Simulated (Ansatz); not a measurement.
Harmonic vibrations of CH8BGaSi (`[BH2][GaH][SiH2]C`) by finite differences.

```yaml
crystal:
  periodic: [false, false, false]
  atoms:
    - {symbol: B, position_ang: [-0.833904, 2.959587, 0.527461]}
    - {symbol: Ga, position_ang: [0.382938, 1.352087, 0.107117]}
    - {symbol: Si, position_ang: [-0.472409, -0.877797, -0.308235]}
    - {symbol: C, position_ang: [0.818486, -2.237795, -0.163211]}
    - {symbol: H, position_ang: [-1.314897, 3.639802, -0.334684]}
    - {symbol: H, position_ang: [-1.136506, 3.249316, 1.650945]}
    - {symbol: H, position_ang: [1.951981, 1.520019, 0.009873]}
    - {symbol: H, position_ang: [-1.617239, -1.179055, 0.602119]}
    - {symbol: H, position_ang: [-1.037725, -0.877537, -1.693170]}
    - {symbol: H, position_ang: [0.386980, -3.212578, -0.401846]}
    - {symbol: H, position_ang: [1.649756, -2.052776, -0.846849]}
    - {symbol: H, position_ang: [1.222540, -2.283273, 0.850489]}
basis:
  gaussian: {orbitals: def2-TZVP}
hamiltonian: {xc: pbe0, dispersion: d4}
phonons: {temperatures: {t_min: 298.15, t_max: 900, t_step: 200}}
```

```sh
$ ansatz run in.yaml --threads 4 --pin off --events-out ev --progress --plain
```

Shortened log:

```
Functional definition: PBE0
mean field -62086.32936442 eV, -2281.6305205168 hartree, gradient 6.1e-5 eV, S^2 0.000000; 0 other end points of the search recorded, 0 dependent functions left out
mean field -62086.32930840 eV, -2281.6305184581 hartree, gradient 2.5e-6 eV, S^2 0.000000; 0 other end points of the search recorded, 0 dependent functions left out
mean field -62086.32932415 eV, -2281.6305190370 hartree, gradient 2.6e-6 eV, S^2 0.000000; 0 other end points of the search recorded, 0 dependent functions left out
mean field -62086.32933505 eV, -2281.6305194375 hartree, gradient 2.7e-6 eV, S^2 0.000000; 0 other end points of the search recorded, 0 dependent functions left out
mean field -62086.32926556 eV, -2281.6305168837 hartree, gradient 2.9e-6 eV, S^2 0.000000; 0 other end points of the search recorded, 0 dependent functions left out
mean field -62086.32926862 eV, -2281.6305169962 hartree, gradient 2.1e-6 eV, S^2 0.000000; 0 other end points of the search recorded, 0 dependent functions left out
mean field -62086.32925206 eV, -2281.6305163876 hartree, gradient 1.5e-6 eV, S^2 0.000000; 0 other end points of the search recorded, 0 dependent functions left out
mean field -62086.32930949 eV, -2281.6305184982 hartree, gradient 9.6e-7 eV, S^2 0.000000; 0 other end points of the search recorded, 0 dependent functions left out
mean field -62086.32930221 eV, -2281.6305182309 hartree, gradient 7.5e-7 eV, S^2 0.000000; 0 other end points of the search recorded, 0 dependent functions left out
mean field -62086.32935302 eV, -2281.6305200980 hartree, gradient 8.1e-7 eV, S^2 0.000000; 0 other end points of the search recorded, 0 dependent functions left out
mean field -62086.32928427 eV, -2281.6305175713 hartree, gradient 1.4e-6 eV, S^2 0.000000; 0 other end points of the search recorded, 0 dependent functions left out
mean field -62086.32934642 eV, -2281.6305198555 hartree, gradient 2.2e-6 eV, S^2 0.000000; 0 other end points of the search recorded, 0 dependent functions left out
mean field -62086.32934469 eV, -2281.6305197919 hartree, gradient 1.8e-6 eV, S^2 0.000000; 0 other end points of the search recorded, 0 dependent functions left out
mean field -62086.32926570 eV, -2281.6305168891 hartree, gradient 2.2e-6 eV, S^2 0.000000; 0 other end points of the search recorded, 0 dependent functions left out
mean field -62086.32930016 eV, -2281.6305181552 hartree, gradient 9.7e-7 eV, S^2 0.000000; 0 other end points of the search recorded, 0 dependent functions left out
mean field -62086.32926860 eV, -2281.6305169958 hartree, gradient 2.0e-6 eV, S^2 0.000000; 0 other end points of the search recorded, 0 dependent functions left out
mean field -62086.32932106 eV, -2281.6305189235 hartree, gradient 2.0e-6 eV, S^2 0.000000; 0 other end points of the search recorded, 0 dependent functions left out
mean field -62086.32927200 eV, -2281.6305171205 hartree, gradient 2.6e-6 eV, S^2 0.000000; 0 other end points of the search recorded, 0 dependent functions left out
mean field -62086.32929529 eV, -2281.6305179764 hartree, gradient 8.3e-7 eV, S^2 0.000000; 0 other end points of the search recorded, 0 dependent functions left out
mean field -62086.32923821 eV, -2281.6305158786 hartree, gradient 9.3e-7 eV, S^2 0.000000; 0 other end points of the search recorded, 0 dependent functions left out
mean field -62086.32921753 eV, -2281.6305151186 hartree, gradient 1.2e-6 eV, S^2 0.000000; 0 other end points of the search recorded, 0 dependent functions left out
mean field -62086.32919962 eV, -2281.6305144607 hartree, gradient 2.2e-6 eV, S^2 0.000000; 0 other end points of the search recorded, 0 dependent functions left out
mean field -62086.32926160 eV, -2281.6305167382 hartree, gradient 2.5e-6 eV, S^2 0.000000; 0 other end points of the search recorded, 0 dependent functions left out
mean field -62086.32920787 eV, -2281.6305147637 hartree, gradient 1.1e-6 eV, S^2 0.000000; 0 other end points of the search recorded, 0 dependent functions left out
mean field -62086.32920805 eV, -2281.6305147705 hartree, gradient 2.9e-6 eV, S^2 0.000000; 0 other end points of the search recorded, 0 dependent functions left out
mean field -62086.32934633 eV, -2281.6305198522 hartree, gradient 2.3e-6 eV, S^2 0.000000; 0 other end points of the search recorded, 0 dependent functions left out
mean field -62086.32935191 eV, -2281.6305200572 hartree, gradient 2.9e-6 eV, S^2 0.000000; 0 other end points of the search recorded, 0 dependent functions left out
mean field -62086.32934157 eV, -2281.6305196773 hartree, gradient 2.2e-6 eV, S^2 0.000000; 0 other end points of the search recorded, 0 dependent functions left out
mean field -62086.32933364 eV, -2281.6305193857 hartree, gradient 2.0e-6 eV, S^2 0.000000; 0 other end points of the search recorded, 0 dependent functions left out
mean field -62086.32932412 eV, -2281.6305190360 hartree, gradient 1.1e-6 eV, S^2 0.000000; 0 other end points of the search recorded, 0 dependent functions left out
mean field -62086.32932172 eV, -2281.6305189477 hartree, gradient 1.5e-6 eV, S^2 0.000000; 0 other end points of the search recorded, 0 dependent functions left out
mean field -62086.32935161 eV, -2281.6305200461 hartree, gradient 2.3e-6 eV, S^2 0.000000; 0 other end points of the search recorded, 0 dependent functions left out
mean field -62086.32935908 eV, -2281.6305203206 hartree, gradient 2.9e-6 eV, S^2 0.000000; 0 other end points of the search recorded, 0 dependent functions left out
mean field -62086.32935892 eV, -2281.6305203147 hartree, gradient 2.5e-6 eV, S^2 0.000000; 0 other end points of the search recorded, 0 dependent functions left out
mean field -62086.32935005 eV, -2281.6305199888 hartree, gradient 2.0e-6 eV, S^2 0.000000; 0 other end points of the search recorded, 0 dependent functions left out
mean field -62086.32930177 eV, -2281.6305182144 hartree, gradient 1.4e-6 eV, S^2 0.000000; 0 other end points of the search recorded, 0 dependent functions left out
mean field -62086.32929803 eV, -2281.6305180772 hartree, gradient 1.2e-6 eV, S^2 0.000000; 0 other end points of the search recorded, 0 dependent functions left out
mean field -62086.32934061 eV, -2281.6305196420 hartree, gradient 1.6e-6 eV, S^2 0.000000; 0 other end points of the search recorded, 0 dependent functions left out
mean field -62086.32930595 eV, -2281.6305183683 hartree, gradient 2.3e-6 eV, S^2 0.000000; 0 other end points of the search recorded, 0 dependent functions left out
mean field -62086.32937296 eV, -2281.6305208306 hartree, gradient 1.4e-6 eV, S^2 0.000000; 0 other end points of the search recorded, 0 dependent functions left out
mean field -62086.32934857 eV, -2281.6305199345 hartree, gradient 1.3e-6 eV, S^2 0.000000; 0 other end points of the search recorded, 0 dependent functions left out
mean field -62086.32936309 eV, -2281.6305204682 hartree, gradient 2.2e-6 eV, S^2 0.000000; 0 other end points of the search recorded, 0 dependent functions left out
mean field -62086.32936178 eV, -2281.6305204199 hartree, gradient 2.3e-6 eV, S^2 0.000000; 0 other end points of the search recorded, 0 dependent functions left out
mean field -62086.32932660 eV, -2281.6305191269 hartree, gradient 1.8e-6 eV, S^2 0.000000; 0 other end points of the search recorded, 0 dependent functions left out
mean field -62086.32933453 eV, -2281.6305194186 hartree, gradient 2.1e-6 eV, S^2 0.000000; 0 other end points of the search recorded, 0 dependent functions left out
mean field -62086.32935247 eV, -2281.6305200777 hartree, gradient 1.6e-6 eV, S^2 0.000000; 0 other end points of the search recorded, 0 dependent functions left out
mean field -62086.32936091 eV, -2281.6305203878 hartree, gradient 1.7e-6 eV, S^2 0.000000; 0 other end points of the search recorded, 0 dependent functions left out
mean field -62086.32934282 eV, -2281.6305197231 hartree, gradient 1.8e-6 eV, S^2 0.000000; 0 other end points of the search recorded, 0 dependent functions left out
mean field -62086.32933902 eV, -2281.6305195836 hartree, gradient 1.7e-6 eV, S^2 0.000000; 0 other end points of the search recorded, 0 dependent functions left out
mean field -62086.32934924 eV, -2281.6305199591 hartree, gradient 1.7e-6 eV, S^2 0.000000; 0 other end points of the search recorded, 0 dependent functions left out
mean field -62086.32935467 eV, -2281.6305201586 hartree, gradient 1.8e-6 eV, S^2 0.000000; 0 other end points of the search recorded, 0 dependent functions left out
mean field -62086.32935556 eV, -2281.6305201915 hartree, gradient 1.6e-6 eV, S^2 0.000000; 0 other end points of the search recorded, 0 dependent functions left out
mean field -62086.32936251 eV, -2281.6305204467 hartree, gradient 1.6e-6 eV, S^2 0.000000; 0 other end points of the search recorded, 0 dependent functions left out
mean field -62086.32931502 eV, -2281.6305187014 hartree, gradient 2.1e-6 eV, S^2 0.000000; 0 other end points of the search recorded, 0 dependent functions left out
mean field -62086.32932135 eV, -2281.6305189340 hartree, gradient 1.8e-6 eV, S^2 0.000000; 0 other end points of the search recorded, 0 dependent functions left out
mean field -62086.32934088 eV, -2281.6305196517 hartree, gradient 9.8e-7 eV, S^2 0.000000; 0 other end points of the search recorded, 0 dependent functions left out
mean field -62086.32933479 eV, -2281.6305194278 hartree, gradient 9.0e-7 eV, S^2 0.000000; 0 other end points of the search recorded, 0 dependent functions left out
mean field -62086.32927347 eV, -2281.6305171745 hartree, gradient 1.3e-6 eV, S^2 0.000000; 0 other end points of the search recorded, 0 dependent functions left out
mean field -62086.32928634 eV, -2281.6305176473 hartree, gradient 1.3e-6 eV, S^2 0.000000; 0 other end points of the search recorded, 0 dependent functions left out
mean field -62086.32934817 eV, -2281.6305199199 hartree, gradient 8.5e-7 eV, S^2 0.000000; 0 other end points of the search recorded, 0 dependent functions left out
mean field -62086.32934588 eV, -2281.6305198354 hartree, gradient 2.8e-6 eV, S^2 0.000000; 0 other end points of the search recorded, 0 dependent functions left out
mean field -62086.32930143 eV, -2281.6305182021 hartree, gradient 1.9e-6 eV, S^2 0.000000; 0 other end points of the search recorded, 0 dependent functions left out
mean field -62086.32929686 eV, -2281.6305180341 hartree, gradient 1.4e-6 eV, S^2 0.000000; 0 other end points of the search recorded, 0 dependent functions left out
mean field -62086.32934051 eV, -2281.6305196381 hartree, gradient 8.1e-7 eV, S^2 0.000000; 0 other end points of the search recorded, 0 dependent functions left out
mean field -62086.32935844 eV, -2281.6305202970 hartree, gradient 8.9e-7 eV, S^2 0.000000; 0 other end points of the search recorded, 0 dependent functions left out
mean field -62086.32931502 eV, -2281.6305187013 hartree, gradient 1.1e-6 eV, S^2 0.000000; 0 other end points of the search recorded, 0 dependent functions left out
mean field -62086.32931606 eV, -2281.6305187397 hartree, gradient 8.2e-7 eV, S^2 0.000000; 0 other end points of the search recorded, 0 dependent functions left out
mean field -62086.32934139 eV, -2281.6305196707 hartree, gradient 1.4e-6 eV, S^2 0.000000; 0 other end points of the search recorded, 0 dependent functions left out
mean field -62086.32933808 eV, -2281.6305195488 hartree, gradient 1.2e-6 eV, S^2 0.000000; 0 other end points of the search recorded, 0 dependent functions left out
mean field -62086.32934254 eV, -2281.6305197127 hartree, gradient 1.1e-6 eV, S^2 0.000000; 0 other end points of the search recorded, 0 dependent functions left out
mean field -62086.32936128 eV, -2281.6305204014 hartree, gradient 9.8e-7 eV, S^2 0.000000; 0 other end points of the search recorded, 0 dependent functions left out
mean field -62086.32927218 eV, -2281.6305171270 hartree, gradient 1.9e-6 eV, S^2 0.000000; 0 other end points of the search recorded, 0 dependent functions left out
mean field -62086.32927324 eV, -2281.6305171663 hartree, gradient 1.4e-6 eV, S^2 0.000000; 0 other end points of the search recorded, 0 dependent functions left out
Total energy: -62086.53364893 eV, -2281.6380278341 hartree
Atom 0 at    -0.833904     2.959587     0.527461 Å, force     0.000772    -0.000319     0.000226 eV/Å
Atom 1 at     0.382938     1.352087     0.107117 Å, force    -0.000088     0.001275    -0.000521 eV/Å
Atom 2 at    -0.472409    -0.877797    -0.308235 Å, force    -0.001748     0.000052    -0.001226 eV/Å
Atom 3 at     0.818486    -2.237795    -0.163211 Å, force    -0.000182    -0.001049     0.000320 eV/Å
Atom 4 at    -1.314897     3.639802    -0.334684 Å, force    -0.000201    -0.000711     0.000144 eV/Å
Atom 5 at    -1.136506     3.249316     1.650945 Å, force    -0.000625    -0.000414    -0.000052 eV/Å
Atom 6 at     1.951981     1.520019     0.009873 Å, force     0.001094     0.001045     0.000177 eV/Å
Atom 7 at    -1.617239    -1.179055     0.602119 Å, force     0.000557     0.000387     0.000935 eV/Å
Atom 8 at    -1.037725    -0.877537    -1.693170 Å, force     0.000767     0.000201    -0.000009 eV/Å
Atom 9 at     0.386980    -3.212578    -0.401846 Å, force     0.000092    -0.000449     0.000368 eV/Å
Atom 10 at     1.649756    -2.052776    -0.846849 Å, force    -0.000101     0.000166    -0.000129 eV/Å
Atom 11 at     1.222540    -2.283273     0.850489 Å, force    -0.000337    -0.000184    -0.000232 eV/Å
Dipole moment:     0.071190    -0.077331     0.033530 e Å
Vibrations: 14.80 74.33 142.92 154.85 224.52 307.87 348.54 379.40 494.92 544.53 548.01 617.04 675.13 713.62 852.90 885.42 890.56 927.61 1142.42 1273.64 1450.93 1452.20 1909.43 2171.84 2185.44 2564.14 2644.26 3052.48 3137.40 3140.29 cm⁻¹, zero-point energy 2.164853 eV
```

Run time 120 s (4 threads of a server CPU on a shared host); peak host memory 0.55 GiB.
